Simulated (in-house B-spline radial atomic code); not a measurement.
Values are calculated unless marked as measured or tabulated.
**Correlation energy from the adiabatic connection: ω²r²/2, ω = 22.7**

Two electrons in a singlet, external potential ω²r²/2, ω = 22.7 (atomic units). Full CI in B-splines (partial waves to l = 8, correlation up to 0.6 % small) with the density held fixed gives W(λ) = <V_ee>_λ − U, and E_c is the integral of W(λ) − W(0) from 0 to 1.

```tsv
λ	W(λ) − W(0) (hartree)
0	0.00000
0.02	-0.00198
0.05	-0.00495
0.12	-0.01183
0.25	-0.02445
0.4	-0.03876
0.6	-0.05743
0.8	-0.07563
1	-0.09339
```

Integrate the table by the trapezoid rule.

The strips give -0.00002, -0.00010, -0.00059, -0.00236, -0.00474, -0.00962, -0.01331, -0.01690, which sum to -0.04764 hartree. The direct value, W(1) − W(0) + T_c with T_c = 0.04572, is -0.04767; the curve is convex, so chords lie above it and the trapezoids fall short in size by 0.06 %.

Now use only three numbers: W(0) = -3.7462, the initial slope W'(0) = -0.09937 (extrapolated from the first points) and the strong-coupling limit of the point-charge-plus-continuum model, W∞ = -5.1258. What do second-order theory and the interpolation W(λ) = W∞ + (W(0) − W∞)/√(1 + 2χλ) of Seidl, Perdew and Levy give?

Second order keeps the slope alone: E_c = W'(0)/2 = -0.04968, +4 % in size against -0.04767. Matching the slope fixes χ = W'(0)/(W∞ − W(0)) = -0.09937/(-1.37960) = 0.07203. Integrating, with s = √(1 + 2χ) = 1.069606, E_c = −(W(0) − W∞)(s − 1)/(s + 1) = −1.37960 × 0.069606/2.069606 = -0.04640 hartree, -2.7 % in size against the full result. At λ = 1 the formula gives W − W(0) = -0.08978 against -0.09339. Part of the miss can come from the model's W∞.
